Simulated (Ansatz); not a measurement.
Wavefunction ladder for `NBCN`

```xyz
11

N     0.420    1.582   -1.029
B    -0.162    0.833   -0.011
C     0.291   -0.651    0.261
N    -0.665   -1.410    1.059
H     1.128    1.223   -1.648
H     0.185    2.544   -1.203
H    -1.007    1.360    0.659
H     1.228   -0.578    0.835
H     0.574   -1.142   -0.688
H    -1.587   -1.376    0.645
H    -0.403   -2.386    1.121
```

The species carries charge 0 and has multiplicity 1. All single points use the PBE0-D4/def2-TZVP geometry. It is one conformer, not always the lowest. Frozen core, restricted reference, Ansatz 0.2.0. CBS rows extrapolate triple and quadruple zeta; past MP2 they add the triple-zeta difference.

| basis | HF (Eh) | MP2 corr. | CCSD corr. | (T) | CCSD(T) total |
| --- | --- | --- | --- | --- | --- |
| def2-SVP | -175.43076 | -0.57114 | -0.61807 | -0.01666 | -176.06549 |
| def2-TZVPP | -175.63387 | -0.70797 | -0.74500 | -0.02814 | -176.40701 |
| def2-QZVPP | -175.64274 | -0.75630 | – | – | – |
| CBS(def2) | -175.64397 | -0.79211 | -0.82914 | as TZ | -176.50125 |
